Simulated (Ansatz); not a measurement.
Cost and result for the atomization energy of `C=[CH][Ga]([CH3])[Cl]` (11 atoms, 10 bonds).

```xyz
11

C    -0.264   -0.703   -2.309
C     0.144    0.162   -1.383
Ga   -0.119   -0.184    0.510
C     0.340    0.831    2.113
Cl   -1.119   -2.075    0.882
H    -0.759   -1.633   -2.041
H    -0.123   -0.522   -3.372
H     0.634    1.078   -1.710
H     0.999    0.234    2.747
H     0.833    1.774    1.876
H    -0.567    1.037    2.687
```

The species carries charge 0 and has multiplicity 1. Correlated methods include outer-core shells of Ga, which these sets cover unevenly. Scalar relativity is left out up to krypton. Geometry: relaxed with PBE0-D4/def2-TZVP. It is one conformer, not always the lowest. Program: Ansatz. All runs use 4 threads of an Arm Neoverse V1 on a shared host. Times are those of one run each, without the atoms' runs, and a repeat can differ threefold. Electronic energies, without spin–orbit coupling; frozen cores. CCSD(T)/CBS adds CCSD(T) − MP2 in def2-TZVPP to the MP2 limit, and its time is that of the two runs behind it. T1 = 0.011. With those shells the extrapolation isn't a true limit. HSE06 is the plane-wave form, built on full-range PBE exchange.

CCSD(T)/CBS is a level of theory with its own doubt, some kJ/mol a heavy atom from the limit and from the frozen cores, so smaller differences don't rank the functionals.

```json
{"level": "BLYP-D4/def2-TZVPP", "functions": "267", "wall time": "2.7 s"}
{"level": "BHLYP-D4/def2-TZVPP", "functions": "267", "wall time": "4.4 s"}
{"level": "HSE06-D4/def2-TZVPP", "functions": "267", "wall time": "4.4 s"}
{"level": "r2SCAN-D4/def2-TZVPP (with forces)", "functions": "267", "wall time": "6 s"}
{"level": "r2SCANh-D4/def2-TZVPP", "functions": "267", "wall time": "7 s"}
{"level": "B2PLYP/def2-TZVPP", "functions": "267", "wall time": "7 s"}
{"level": "PBE-QIDH/def2-TZVPP", "functions": "267", "wall time": "7.5 s"}
{"level": "B97M-V/def2-TZVPP", "functions": "267", "wall time": "10 s"}
{"level": "CCSD(T)/def2-SVP", "functions": "122", "wall time": "11 s"}
{"level": "ωB97M-V/def2-TZVPP (with forces)", "functions": "267", "wall time": "15 s"}
{"level": "MP2/def2-QZVPP", "functions": "510", "wall time": "41 s"}
{"level": "CCSD(T)/def2-TZVPP", "functions": "267", "wall time": "4.8 min"}
{"level": "CCSD(T)/CBS(def2)", "functions": "–", "wall time": "5.5 min"}
```

What atomization energy does each give, and how far from CCSD(T)/CBS? (Estimate.)

Ansatz gave: 
```csv
level,atomization (kcal/mol),difference from CCSD(T)/CBS,per bond
BLYP-D4/def2-TZVPP,968.3,-11.7,-1.2
BHLYP-D4/def2-TZVPP,953.1,-26.9,-2.7
HSE06-D4/def2-TZVPP,983.7,3.7,0.4
r2SCAN-D4/def2-TZVPP (with forces),982.7,2.7,0.3
r2SCANh-D4/def2-TZVPP,978.2,-1.8,-0.2
B2PLYP/def2-TZVPP,967.4,-12.6,-1.3
PBE-QIDH/def2-TZVPP,979.7,-0.3,0.0
B97M-V/def2-TZVPP,980.8,0.8,0.1
CCSD(T)/def2-SVP,935.6,-44.4,-4.4
ωB97M-V/def2-TZVPP (with forces),978.7,-1.3,-0.1
MP2/def2-QZVPP,986.8,6.8,0.7
CCSD(T)/def2-TZVPP,959.7,-20.3,-2.0
CCSD(T)/CBS(def2),980.0,0.0,0.0
```

In def2-TZVPP, CCSD(T) changes the Hartree–Fock value by +223.0 kcal/mol (the triples alone add +14.3 kcal/mol) and MP2 by +238.4 kcal/mol; breaking electron pairs costs correlation energy, which Hartree–Fock lacks. From r2SCAN to r2SCAN0 (25 % exact exchange), in def2-TZVPP and without D4, the atomization energy moves by −11.3 kcal/mol: exact exchange takes away binding that semilocal exchange gives to molecules. Leaving LDA and LC-ωPBE aside and taking each functional with its dispersion term where it has one, the values, not all of them listed here, spread over 41.4 kcal/mol, from BHLYP-D4 to PBE-D4. LDA lies +118.8 kcal/mol from PBE without D4, its usual overbinding.
